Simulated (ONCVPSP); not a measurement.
palladium (Pd), ONCV: configuration errors across variants

* Element: palladium
* Generator: ONCVPSP 4.0.1
* Type: optimised norm-conserving Vanderbilt (ONCV)
* Functional: PBE
* Relativity: non-relativistic
* Frozen core: [Ar] 3d10
* Valence charge: 18
* Reference configuration: 4s2 4p6 4d9.5 (charge +0.5)
* Partial waves: 4s: rc 1.15 bohr, ncon 4, nbas 7, qcut 6.9 1/bohr, 2 projectors, debl 3.4 Ha; 4p: rc 1.35 bohr, ncon 4, nbas 9, qcut 7.9 1/bohr, 2 projectors, debl 0.7 Ha; 4d: rc 1.70 bohr, ncon 4, nbas 8, qcut 8.1 1/bohr, 1 projector
* Local potential: polynomial inside 0.80 bohr (lpopt 5, dvloc0 6 Ha)
* Core correction: none

In the p channel the program set the typed energies aside and used -2.006, 0.250 Ha.

All-electron excitation energies from the reference (eV): (1) 4s2 4p6 4d10 -3.283; (2) 4s2 4p6 4d9 5.970; (3) 4s2 4p6 4d8 27.080; (4) 4s2 4p5 4d10 51.988.

Errors AE − PS in meV (a dash: test not solved or not reliable):

```json
{"change": "base", "(1)": "-0.1", "(2)": "-0.1", "(3)": "+0.7", "(4)": "-39", "bound ghosts": "none", "GHOST(+) flags above zero": "s"}
{"change": "p: rc 0.94", "(1)": "-0.1", "(2)": "-0.1", "(3)": "+0.8", "(4)": "-17", "bound ghosts": "none", "GHOST(+) flags above zero": "s"}
{"change": "p: rc 1.1", "(1)": "-0.1", "(2)": "-0.1", "(3)": "+0.7", "(4)": "-22", "bound ghosts": "none", "GHOST(+) flags above zero": "s"}
{"change": "p: rc 1.22", "(1)": "-0.1", "(2)": "-0.1", "(3)": "+0.7", "(4)": "-29", "bound ghosts": "none", "GHOST(+) flags above zero": "s"}
{"change": "p: rc 1.42", "(1)": "-0.1", "(2)": "-0.1", "(3)": "+0.7", "(4)": "-44", "bound ghosts": "none", "GHOST(+) flags above zero": "s"}
{"change": "p: rc 1.56", "(1)": "-0.1", "(2)": "-0.1", "(3)": "+0.8", "(4)": "-54", "bound ghosts": "none", "GHOST(+) flags above zero": "s"}
{"change": "p: rc 1.7", "(1)": "-0.1", "(2)": "-0.1", "(3)": "+1.0", "(4)": "-62", "bound ghosts": "none", "GHOST(+) flags above zero": "s"}
{"change": "p: rc 1.86", "(1)": "-0.1", "(2)": "-0.1", "(3)": "+1.1", "(4)": "-66", "bound ghosts": "none", "GHOST(+) flags above zero": "s"}
{"change": "p: rc 1.96", "(1)": "-0.1", "(2)": "-0.1", "(3)": "+1.1", "(4)": "-66", "bound ghosts": "none", "GHOST(+) flags above zero": "s"}
```

**Question.** Give the same row for: p: rc 1.3.

**Answer.** -0.1, -0.1, +0.7, -35; bound ghosts: none; GHOST(+) flags above zero: s.
